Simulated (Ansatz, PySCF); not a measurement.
Molecule: C3H4F2O, charge 0, multiplicity 1. 
Coordinates optimised at B3LYP-D3(BJ)/def2-TZVP (Ansatz, a quantum-chemistry and plane-wave program):
```xyz
10

F      1.3489     0.4191    -0.7938
C      0.3744     0.0737     0.0819
F      0.9919    -0.0711     1.2792
C     -0.8890     0.9275     0.0662
C     -1.5690    -0.3837    -0.3609
O     -0.2840    -1.0816    -0.3047
H     -0.8741     1.7204    -0.6758
H     -1.1699     1.3143     1.0414
H     -1.9768    -0.4061    -1.3700
H     -2.2730    -0.8128     0.3499
```
Charge 0, spin multiplicity 1.

Total electronic energies in hartree. Correlated levels leave the core frozen unless marked. No spin-orbit coupling. Non-relativistic. CBS marks a two-point X^-3 extrapolation of the correlation energy; Hartree-Fock from the larger set. The bracket is a focal-point correction in the basis named.

```json
[
 {"level": "HF/cc-pVTZ", "program": "Ansatz", "energy (Eh)": "-389.79795"},
 {"level": "PBE0-D4/def2-TZVP", "program": "Ansatz + dftd4", "energy (Eh)": "…"},
 {"level": "TPSSh/def2-TZVPD", "program": "PySCF", "energy (Eh)": "-391.78485"},
 {"level": "r2SCANh/def2-TZVPD", "program": "Ansatz", "energy (Eh)": "-391.57618"},
 {"level": "r2SCAN0-D4/def2-TZVPD", "program": "Ansatz + dftd4", "energy (Eh)": "-391.54781"},
 {"level": "RI-MP2/CBS(cc-pVTZ,cc-pVQZ)", "program": "Ansatz", "energy (Eh)": "-391.2189"},
 {"level": "SCS-MP2/6-31G", "program": "Ansatz", "energy (Eh)": "-390.10451"},
 {"level": "SCS-MP2/aug-cc-pVDZ", "program": "Ansatz", "energy (Eh)": "-390.68854"},
 {"level": "RI-MP2/CBS(cc-pVTZ,cc-pVQZ)+[CCSD(T)-MP2]/cc-pVTZ", "program": "Ansatz", "energy (Eh)": "-391.2856"}
]
```

Question: Some entries are withheld; supply them.

Answer: 
- PBE0-D4/def2-TZVP, energy (Eh): -391.38115
